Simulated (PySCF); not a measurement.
Si(F)(Br)(OH)2 (BrFH2O2Si), SMILES O[Si](F)(Br)O. Atoms are numbered in the order given.

```xyz
7

O     -0.1738     2.0364     0.2235
Si    -0.5620     0.4580     0.3685
O     -2.0646     0.2380    -0.2499
F     -0.5455    -0.0021     1.9150
Br     0.9730    -0.7599    -0.6316
H     -0.9141     2.6497     0.1363
H     -2.4562    -0.6426    -0.2131
```
Charge 0, spin multiplicity 1.

Geometry: r2SCAN-D4/def2-SVP. A frequency run showed that this geometry is not a minimum. The structure was generated by enumeration, and PubChem lists no compound with its InChIKey, so it may never have been made. The values are those of a single conformer.

Method: PySCF 2.14.0 with TDDFT-PBE/def2-SVPD.

Vertical excitations. 

Computed excitation energies, oscillator strengths and character:
```
state  energy (eV)  λ (nm)      f                                             main pairs
-----  -----------  ------  -----  -----------------------------------------------------
S1            6.28     197  0.014                                         HOMO→LUMO 99 %
S2            6.35     195  0.026                                       HOMO−1→LUMO 99 %
S3            7.25     171  0.002                     HOMO−2→LUMO 84 %, HOMO→LUMO+1 15 %
S4            7.29     170  0.000                     HOMO→LUMO+1 83 %, HOMO−2→LUMO 15 %
S5            7.41     167  0.003                                     HOMO−1→LUMO+1 90 %
S6            7.60     163  0.012                     HOMO→LUMO+2 80 %, HOMO−3→LUMO 15 %
S7            7.68     161  0.021                   HOMO−1→LUMO+2 67 %, HOMO−3→LUMO 19 %
S8            7.75     160  0.101  HOMO−3→LUMO 53 %, HOMO−1→LUMO+2 27 %, HOMO→LUMO+2 8 %
S9            8.13     153  0.053                                       HOMO−4→LUMO 87 %
S10           8.31     149  0.020                                     HOMO−2→LUMO+1 86 %
T1            6.07     204      0                                         HOMO→LUMO 99 %
T2            6.14     202      0                                       HOMO−1→LUMO 99 %
T3            7.03     176      0                                       HOMO−2→LUMO 96 %
T4            7.13     174      0                   HOMO→LUMO+1 53 %, HOMO−1→LUMO+1 33 %
```
Triplets are in the Tamm–Dancoff approximation, which puts them higher than full response would, so one can lie above its singlet here.
